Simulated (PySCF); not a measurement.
tetraantimony cation (Sb₄), SMILES [Sb]12[Sb]3[Sb]1[Sb]23 (connectivity only; charge and spin as stated), charge +1, multiplicity 2. Geometry optimised at PBE0-D3(BJ)/def2-SVP. The spin state was assumed, not searched. The def2 effective core potentials stand for the cores of Sb; spin–orbit coupling is left out.

Calculation: PySCF 2.14.0 with PBE0-D3(BJ)/def2-SVP.

Harmonic wavenumbers (cm⁻¹): 102, 113, 127, 192, 192, 240. Rotational constants (GHz): 0.5318, 0.5318, 0.4515; symmetry number 4.

Q: Work out the zero-point energy and the ideal-gas rigid-rotor harmonic-oscillator thermochemistry at 298.15 K and 1 atm.

A: ZPE = ½ Σ hcν = ½ × 966 cm⁻¹ = 5.78 kJ/mol. H − E(el) = 25.60 kJ/mol. Entropy in J/(mol K): translation 185.92, rotation 123.19, vibration 66.31, spin 5.76, total 381.19. G − E(el) = -88.05 kJ/mol. Cp = 80.51 J/(mol K). Modes under 150 cm⁻¹ make the vibrational entropy uncertain.
